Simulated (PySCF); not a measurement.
**NMR data sheet: C6H9ClSi**

```
Formula                               : C6H9ClSi
SMILES                                : C=C[C@H]1CC([SiH3])=C1Cl
InChI                                 : InChI=1S/C6H9ClSi/c1-2-4-3-5(8)6(4)7/h2,4H,1,3H2,8H3/t4-/m0/s1
Point group of the computed structure : C1
Degrees of unsaturation               : 3
Carbon signals                        : 6
Proton signals                        : 7
```

Mapped SMILES: `[CH2:1]=[CH:2][C@H:3]1[CH2:4][C:5]([SiH3:6])=[C:7]1[Cl:8]`; H(Xn) means a hydrogen on atom n. Ha(C4) is cis to C2 on the ring; Ha(C1) is cis to C3; Hb(C4) is trans to C2 on the ring; Hb(C1) is trans to C3.

Non-relativistic Hamiltonian, averaged over atoms made equivalent by symmetry, fast rotation or ring inversion, isolated molecule, one conformer. GFN2-xTB structure; σ from GIAO-PBE0/pcSseg-1; PySCF.

δ = σ(ref) − σ, references computed at the same level: TMS for $^{1}$H (σref 31.72), $^{13}$C (σref 186.93), $^{29}$Si (σref 349.16).

| carbon | δC, type | δH (multiplicity) | HMBC from (2–3 bonds) | span of the C tensor (ppm) |
| --- | --- | --- | --- | --- |
| C1 | 124.6, CH2 | Hb(C1) 5.43 (m); Ha(C1) 5.52 (m) | H(C2), H(C3) | 212 |
| C2 | 147.9, CH | 5.90 (m) | Ha(C1), Hb(C1), H(C3), Hb(C4), Ha(C4) | 225 |
| C3 | 61.7, CH | 3.52 (m) | H(C2), Ha(C1), Hb(C1), Hb(C4), Ha(C4) | 25 |
| C4 | 37.9, CH2 | Ha(C4) 2.12 (m); Hb(C4) 2.75 (m) | H(C2), H(Si6), H(C3) | 36 |
| C5 | 145.5, C | – | H(Si6), H(C3), Hb(C4), Ha(C4) | 210 |
| C7 | 163.8, C | – | H(C2), H(Si6), H(C3), Hb(C4), Ha(C4) | 204 |

Other nuclei:
```
 atoms    nucleus                        environment  δ (ppm)  σ (ppm)
H(Si6)    $^{1}$H  hydrogen on a silicon bonded to C     4.11    27.61
   Si6  $^{29}$Si           silicon bonded to C, 3 H    -94.6    443.8
```

1. Carbon types of the structure: 2 × C, 2 × CH, 2 × CH2, leaving 3 H on heteroatoms.
2. δC 163.8, 145.5: fully substituted alkene carbon; as expected for a trigonal carbon in a double bond.
3. δC 147.9: alkene CH; the olefinic region.
4. δC 124.6: terminal =CH2 carbon; as expected for a trigonal carbon in a double bond.
5. δC 61.7: allylic sp3 CH.
6. δH 2.75, 2.12: hydrogen on an allylic sp3 CH2; allylic position.

Carbons that carry Cl, above all several Cl atoms, come out too deshielded, partly because spin–orbit coupling is missing. Shifts are as computed. Against solution values, carbons near 30 ppm lie about +3 ppm off and those near 130 ppm about +5 ppm; carbons on Cl a further +6 ppm. Of 1309 compounds with measured shifts, 239 miss one by over three times the rms of a fit or turn the order of signals round; such compounds aren't used in these exercises. Multiplicities follow the n + 1 count of equivalent neighbours, as no J values were calculated; m marks all less simple cases, F and P coupling included.
